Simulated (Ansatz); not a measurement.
C2H6Fe⁻, that is FeMe2 with one electron more. Total charge -1; quartet. Geometry PBE0-D4/def2-TZVP, that of the neutral quintet.

```xyz
9

Fe   -0.075   -0.076    0.041
C    -1.333    1.485    0.346
H    -0.782    2.427    0.447
H    -1.930    1.365    1.258
H    -2.038    1.614   -0.484
C     1.326   -1.492   -0.343
H     1.337   -1.774   -1.402
H     1.160   -2.411    0.232
H     2.334   -1.138   -0.095
```

At PBE-D4/def2-TZVPD, r2SCAN-D4/def2-TZVPD, PBE0-D4/def2-TZVPD the highest occupied level of the charge -1 quartet lies above zero (up to 1.95 eV). By energy differences its removal costs 1.27 eV (vertical, to the charge 0 quintet, at PBE-D4/def2-TZVPD); a positive level beside a positive removal energy at the same level points to self-interaction error.

Q: Estimate the α-spin orbital energies around the gap (eV) in Ansatz with PBE-D4/def2-TZVPD, r2SCAN-D4/def2-TZVPD, PBE0-D4/def2-TZVPD.

A: 
```json
{"orbital": "HOMO−5", "PBE-D4/def2-TZVPD": "-0.57", "r2SCAN-D4/def2-TZVPD": "-1.02", "PBE0-D4/def2-TZVPD": "-2.75"}
{"orbital": "HOMO−4", "PBE-D4/def2-TZVPD": "-0.51", "r2SCAN-D4/def2-TZVPD": "-0.99", "PBE0-D4/def2-TZVPD": "-2.71"}
{"orbital": "HOMO−3", "PBE-D4/def2-TZVPD": "-0.48", "r2SCAN-D4/def2-TZVPD": "-0.96", "PBE0-D4/def2-TZVPD": "-2.69"}
{"orbital": "HOMO−2", "PBE-D4/def2-TZVPD": "-0.13", "r2SCAN-D4/def2-TZVPD": "-0.34", "PBE0-D4/def2-TZVPD": "-1.66"}
{"orbital": "HOMO−1", "PBE-D4/def2-TZVPD": "0.41", "r2SCAN-D4/def2-TZVPD": "0.16", "PBE0-D4/def2-TZVPD": "-1.24"}
{"orbital": "HOMO", "PBE-D4/def2-TZVPD": "0.46", "r2SCAN-D4/def2-TZVPD": "0.24", "PBE0-D4/def2-TZVPD": "-0.89"}
{"orbital": "LUMO", "PBE-D4/def2-TZVPD": "3.56", "r2SCAN-D4/def2-TZVPD": "3.99", "PBE0-D4/def2-TZVPD": "4.10"}
{"orbital": "LUMO+1", "PBE-D4/def2-TZVPD": "3.75", "r2SCAN-D4/def2-TZVPD": "4.05", "PBE0-D4/def2-TZVPD": "4.26"}
{"orbital": "LUMO+2", "PBE-D4/def2-TZVPD": "3.75", "r2SCAN-D4/def2-TZVPD": "4.10", "PBE0-D4/def2-TZVPD": "4.27"}
{"orbital": "LUMO+3", "PBE-D4/def2-TZVPD": "3.83", "r2SCAN-D4/def2-TZVPD": "4.35", "PBE0-D4/def2-TZVPD": "4.35"}
{"orbital": "LUMO+4", "PBE-D4/def2-TZVPD": "5.31", "r2SCAN-D4/def2-TZVPD": "5.81", "PBE0-D4/def2-TZVPD": "5.80"}
{"orbital": "LUMO+5", "PBE-D4/def2-TZVPD": "5.67", "r2SCAN-D4/def2-TZVPD": "6.27", "PBE0-D4/def2-TZVPD": "6.29"}
{"orbital": "β HOMO", "PBE-D4/def2-TZVPD": "1.95", "r2SCAN-D4/def2-TZVPD": "1.79", "PBE0-D4/def2-TZVPD": "0.93"}
{"orbital": "β LUMO", "PBE-D4/def2-TZVPD": "2.98", "r2SCAN-D4/def2-TZVPD": "3.90", "PBE0-D4/def2-TZVPD": "4.09"}
```
